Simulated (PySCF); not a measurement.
## Electron correlation in W⁶²⁺ (tungsten, charge +62)

Starting occupation: [Ne] 3s2. Calculation: PySCF 2.14, in an uncontracted even-tempered set (17 s from 7 bohr⁻², ratio 2.6; 14 p from 9.1 bohr⁻², ratio 2.6; 6 d from 9.3 bohr⁻², ratio 2.8; 4 f from 130 bohr⁻², ratio 2.8); X2C-1e with screened-nucleus spin-orbit coupling, Gaussian nucleus. Frozen: 1s2; 10 electrons correlated; the 52 highest virtual spinors left out.

MP2 pair energies summed by pair of shells (mhartree):

| pair | energy | share (%) |
| --- | --- | --- |
| 3s1/2-3s1/2 | -118.32 | 23.6 |
| 2p1/2-2p3/2 | -104.63 | 20.8 |
| 2p3/2-2p3/2 | -98.60 | 19.6 |
| 2p3/2-3s1/2 | -46.87 | 9.3 |
| 2p3/2-2s1/2 | -43.73 | 8.7 |
| 2p1/2-2p1/2 | -24.81 | 4.9 |
| 2p1/2-2s1/2 | -23.59 | 4.7 |
| 2p1/2-3s1/2 | -19.98 | 4.0 |
| 2s1/2-2s1/2 | -11.84 | 2.4 |
| 2s1/2-3s1/2 | -9.94 | 2.0 |

Total MP2 correlation energy: -502.31 mhartree.

The virtual space was cut to 56 spinors, which keep -442.26 of the -502.31 mhartree of MP2 correlation.

```
level  correlation energy (mhartree)
 CCSD                        -475.03
```

Diagnostics: T1 = 9.1e-05, largest double amplitude 0.081.

Is a single reference adequate?

Mostly. T1 lies below 0.03, but a double amplitude of this size points to a near-degeneracy that CCSD handles and MP2 describes poorly.

The coupled-cluster values are those of the cut space; adding the MP2 remainder, -60.05 mhartree, estimates the full space.

At this charge the one-electron X2C treatment keeps the bare 1/r₁₂, with no two-electron picture change or Breit term. The effect here is smaller than on the frozen 1s shell.
